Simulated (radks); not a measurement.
Results of a calculation; reference values are marked as such.
Effect of the nuclear size on the selenium ion Se3+, [Ar] 3d10 4s2 4p1. Code: a radial shooting solver on a logarithmic mesh with Libxc functionals. Model: Dirac Kohn-Sham, PBE, spin-unpolarised, spherical densities, finite nucleus; open shells fill j = l - 1/2 first; Fermi nuclear charge, rms radius 4.14 fm. The rms radius is varied about that value; shifts are against it.

rms radius (fm)  total energy shift (eV)  density at nucleus (e/bohr^3)  1s1/2 shift (meV)  2s1/2 shift (meV)  3s1/2 shift (meV)  3p1/2 shift (meV)  4s1/2 shift (meV)
3.7094                           -0.0920                      4.009e+04              -39.0              -3.88             -0.591              0.065             -0.064
3.9868                           -0.0338                      3.988e+04              -14.3              -1.43             -0.217              0.024             -0.023
4.14                                   0                      3.977e+04              0.000              0.000              0.000              0.000              0.000
4.4257                            0.0662                      3.958e+04               28.1               2.79              0.425             -0.047              0.046
4.8272                             0.166                      3.934e+04               70.5               7.00               1.07             -0.118              0.115

Slopes of the eigenvalues against <r^2> in GHz/fm^2, as finite differences over the two radii next to the reference (eigenvalue slopes, not the field-shift constants of lines): 1s1/2 2780, 2s1/2 276, 3s1/2 42.1, 3p1/2 -4.64, 4s1/2 4.53.
